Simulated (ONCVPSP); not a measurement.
## Configuration tests for manganese (ONCV)

```json
{
 "Element": "Mn",
 "Generator": "ONCVPSP 4.0.1",
 "Type": "optimised norm-conserving Vanderbilt (ONCV)",
 "Functional": "PBE",
 "Relativity": "scalar-relativistic",
 "Frozen core": "[Ne] 3s2",
 "Valence charge": "13",
 "Reference configuration": "3p6 3d6 4s1",
 "Partial waves": "4s: rc 2.60 bohr, ncon 4, nbas 8, qcut 3.1 1/bohr, 2 projectors, debl 3.2 Ha; 3p: rc 0.95 bohr, ncon 4, nbas 8, qcut 10.1 1/bohr, 2 projectors, debl 0.7 Ha; 3d: rc 1.55 bohr, ncon 5, nbas 9, qcut 11.8 1/bohr, 2 projectors, debl 2.3 Ha",
 "Local potential": "polynomial inside 0.70 bohr (lpopt 5, dvloc0 6 Ha)",
 "Core correction": "polynomial model core, fcfact 0.25"
}
```

In the p channel the program set the typed energies aside and used -1.855, 0.250 Ha.

Energies are relative to the spin-unpolarised reference configuration 3p6 3d6 4s1; without spin polarisation the order of configurations can differ from experiment.

| valence configuration | charge | ΔE all-electron (eV) | error AE − PS (meV) |
| --- | --- | --- | --- |
| 3p6 3d5 4s2 | 0 | 0.358 | -42 |
| 3p6 3d5 4s0 | +2 | 24.374 | +8.0 |
| 3p5 3d5 4s2 | +1 | 62.338 | -359 |

What are ΔE and the potential's error for 3p6 3d5 4s1?

ΔE = 8.775 eV all-electron; the error (AE − PS) is -11 meV.

Levels in the configuration 3p6 3d5 4s1:

```tsv
level	all-electron (eV)	pseudo (eV)
3p	-62.830	-62.901
3d	-14.908	-14.939
4s	-11.878	-11.847
```

Note: ghosts flagged at negative energy: s at -103.3 eV; no localised positive-energy state flagged. A true bound ghost makes a file unfit for plane-wave use.
